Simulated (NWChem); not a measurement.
C$_{2}$H$_{4}$GeO$_{2}$; SMILES O=C1[CH2][GeH2][O]1

```xyz
9

O      0.0836     2.5656     0.0000
C      0.0163     1.3671     0.0000
C     -1.2410     0.4629     0.0000
Ge     0.0355    -1.0358     0.0000
O      1.0865     0.5176     0.0000
H     -1.8562     0.5975    -0.8922
H     -1.8562     0.5975     0.8922
H      0.2820    -1.8478    -1.2872
H      0.2820    -1.8478     1.2872
```
Atoms are numbered in this order, from 1.

Program: NWChem. Geometry: optimised at B3LYP/6-31G* (spherical d). Hybrids' shares of exact exchange are those that their runs print; pure functionals count as 0. The functionals differ in more than this share.

| row | share of exact exchange | highest occupied level (eV) |
|---|---|---|
| PBE/def2-SVP | 0.00 | -6.14 |
| LDA (Slater exchange, VWN5)/def2-SVP | 0.00 | -6.33 |
| TPSSh/def2-SVP | 0.10 | withheld |
| B3LYP/def2-SVP | 0.20 | -7.40 |
| Hartree-Fock/def2-SVP | 1.00 | -11.55 |

**Question.** Fit a straight line of the last column on the one before it, predict the withheld value, and compare with the run.

**Answer.** 
1. Means of the 4 shown rows: x = 0.300, y = -7.855. Slope Σ(x − x̄)(y − ȳ)/Σ(x − x̄)² = -3.604/0.6800 = -5.300; intercept -6.265.
2. The shown rows scatter about the line by 0.080 (root mean square); the largest residual is +0.12, at PBE/def2-SVP.
3. At x = 0.10 (TPSSh/def2-SVP; inside the shown range) the line gives -6.80.
4. The run gives -6.85, -0.05 from the line, 0.6 times the scatter.
